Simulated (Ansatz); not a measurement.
`FCO[SiH2]F`. Total charge 0; spin multiplicity 1. The structure was optimised at the PBE0-D4/def2-TZVP level. It is one conformer, not always the lowest.

```xyz
9

F    -1.522   -0.907    0.806
C    -0.273   -0.530    1.239
O     0.189    0.538    0.505
Si    0.324    0.640   -1.126
F     1.201   -0.582   -1.658
H    -0.361   -0.219    2.282
H     0.382   -1.401    1.133
H    -0.985    0.562   -1.802
H     1.047    1.899   -1.379
```

Question: What is the dipole moment at B3LYP/def2-TZVPP? (Estimate.)

Answer: Computed: 1.05 D, with components (0.43, 0.49, 0.82) D in this frame, pointing from negative to positive charge.

Question: And with PBE, r2SCAN, ωB97M-V? (Estimate.)

Answer: Computed: PBE 0.99 D, r2SCAN 1.02 D, ωB97M-V 1.04 D.

Question: Give the Mulliken charges with B3LYP, ωB97M-V, PBE in def2-TZVPP. (Estimate.)

Answer: Computed: 
```json
{"atom": "F1", "B3LYP": "-0.24", "ωB97M-V": "-0.23", "PBE": "-0.20"}
{"atom": "C2", "B3LYP": "0.18", "ωB97M-V": "0.14", "PBE": "0.13"}
{"atom": "O3", "B3LYP": "-0.36", "ωB97M-V": "-0.35", "PBE": "-0.29"}
{"atom": "Si4", "B3LYP": "0.68", "ωB97M-V": "0.59", "PBE": "0.58"}
{"atom": "F5", "B3LYP": "-0.32", "ωB97M-V": "-0.31", "PBE": "-0.28"}
{"atom": "H6", "B3LYP": "0.11", "ωB97M-V": "0.12", "PBE": "0.10"}
{"atom": "H7", "B3LYP": "0.10", "ωB97M-V": "0.11", "PBE": "0.10"}
{"atom": "H8", "B3LYP": "-0.07", "ωB97M-V": "-0.03", "PBE": "-0.07"}
{"atom": "H9", "B3LYP": "-0.08", "ωB97M-V": "-0.03", "PBE": "-0.07"}
```

B3LYP here is the variant with VWN-RPA as its local correlation; programs differ in this.
